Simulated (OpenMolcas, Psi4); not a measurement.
## A ladder of methods for SnSiH5O (SMILES [SiH3][O][SnH2])

SnSiH5O has 8 atoms, charge 0, and is taken as a doublet. As SMILES, `[SiH3][O][SnH2]`. The shape is that of a PBE0-D4/def2-TZVP optimisation. This is one conformer, not always the lowest.

```xyz
8

Si   -0.7379    1.0751   -0.4808
O     0.5869    0.3062    0.0788
Sn    0.9565   -1.3321    1.1080
H    -1.8779    0.1277   -0.6588
H    -0.4246    1.6964   -1.7946
H    -1.1735    2.1423    0.4619
H     2.6654   -1.4891    0.9505
H     0.0974   -2.5837    0.2792
```

Quantity: the dipole moment, in D. The values are calculated.

```csv
level,kind,program,value (D)
UHF/def2-SVPD (core potential),Hartree–Fock,OpenMolcas,2.17
U-revPBE/def2-SVPD (core potential),GGA,OpenMolcas,1.70
UBLYP/def2-SVPD (core potential),GGA,OpenMolcas,1.65
UPBE/def2-SVPD (core potential),GGA,OpenMolcas,1.67
UM06-L/def2-SVPD (core potential),meta-GGA,OpenMolcas,1.74
UB3LYP/def2-SVPD (core potential),global hybrid,Psi4,1.84
U-wB97X/def2-SVPD (core potential),range-separated hybrid,Psi4,1.88
UCAM-B3LYP/def2-SVPD (core potential),range-separated hybrid,Psi4,1.94
```

The values span 1.65 to 2.17 D. Magnitudes only.
